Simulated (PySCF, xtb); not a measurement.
BH₃O₂S, SMILES SB(O)O.

Geometry: B3LYP-D3(BJ)/def2-SVP. Other conformers were not sampled.

Calculation: IEF-PCM-B3LYP/def2-SVP in PySCF.

The values are the electrostatic part of the solvation free energy, E(continuum) − E(gas) at the gas-phase geometry, in a cavity of scaled van der Waals radii (PySCF's table); cavitation and dispersion terms are not included. In vacuum the orbital gap is 7.08 eV. The dipole moment in vacuum is 3.63 D.

Computed values in water (ε = 78.36), chlorobenzene (ε = 5.70), N,N-dimethylformamide (ε = 37.22):
```csv
solvent,ε,ΔG(elec) (kcal/mol),dipole (D),gap (eV)
water,78.36,-9.8,4.54,8.05
chlorobenzene,5.70,-7.3,4.31,7.86
"N,N-dimethylformamide",37.22,-9.6,4.52,8.04
```

For comparison, GFN2-xTB/ALPB(water) (xtb, at the GFN2-xTB geometry, all terms of that model) gives -9.7 kcal/mol.
